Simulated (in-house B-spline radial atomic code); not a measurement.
Values are calculated unless marked as measured or tabulated.
Hot electrons crossing n-type InAs, n = 1.81e16 cm⁻³: losses to the electron gas

For InAs the NSM archive of the Ioffe Institute lists m* = 0.023 m0, ε = 15.15 and an optical phonon energy of 30 meV.

The electrons form a uniform gas at zero temperature with Lindhard's dielectric function (RPA). An added electron of energy E, from the band bottom, collides once per mean free path λ, with 1/λ = (1/πE) ∫dω ∫dq/q Im(−1/ε(q, ω)), in atomic (or effective) units, with ω up to E − E_F and q between √(2E) ∓ √(2(E − ω)); electron-hole pairs and the plasmon pole are integrated apart. No exchange between the two electrons. One parabolic band and the static dielectric constant; phonons, their coupling to plasmons and impurity scattering are left out.

Find the scales.

a* = 34.86 nm and Ha* = 2.727 meV, and this density means r_s = 0.678. k_F = 1.91916/r_s = 2.8306, so E_F = 10.9 meV, and the zero-temperature picture needs T well below 130 K. ω_p = √(3/r_s³) = 3.103 Ha* = 8.46 meV, 0.28 times the phonon energy. Plasmon emission opens at E − E_F = 12.9 meV.

```
E − E_F (meV)  λ (nm)  share of plasmon losses  lifetime (fs)
         8.19    1220                     0.00           2250
         10.9     810                     0.00           1400
         14.2     402                     0.23            648
         17.5     305                     0.31            463
         21.8     278                     0.36            393
         27.3     276                     0.40            361
           35     289                     0.44            345
         43.7     312                     0.47            341
         65.5     376                     0.52            347
```

Electrons are injected 65.5 meV above E_F into a base 30 nm thick. What share crosses without exciting the gas, and how long does the crossing take?

exp(−30/376) = 0.923. The speed is √(2E) = 7.489 in units of Ha* a*/ħ, or 1.08 nm/fs, so the transit takes 27.7 fs, against a lifetime of 347 fs. Phonon and impurity scattering lower the share further.
